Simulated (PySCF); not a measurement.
A run for PySCF: R-B3LYP/LANL2DZ on BF2HSe (SMILES FB(F)[SeH]), a point of a torsion scan.

```python
from pyscf import gto, scf, dft, mp
from pyscf.data.elements import chemcore

mol = gto.M(
    atom='''
    F    -1.18510049    1.17749404    0.13209063
    B    -0.68396552   -0.03574382    0.17811468
    F    -1.42947705   -0.98834408   -0.32850825
    Se    1.11794852   -0.37766254    0.71576221
    H     1.24227085    0.75309181    1.59987559
    ''',
    basis='lanl2dz',
    ecp={'Se': 'lanl2dz'},
    charge=0, spin=0, verbose=3, max_memory=1800)
mf = dft.RKS(mol, xc='b3lyp')
mf.conv_tol = 1e-8
mf.max_cycle = 100
mf.kernel()
if not mf.converged:
    mf = mf.newton().run(mf.mo_coeff, mf.mo_occ)
```

It printed:

```
converged SCF energy = -234.479551604274
```

The calculation finished and met its thresholds.

Cost: very roughly 3 core-seconds.
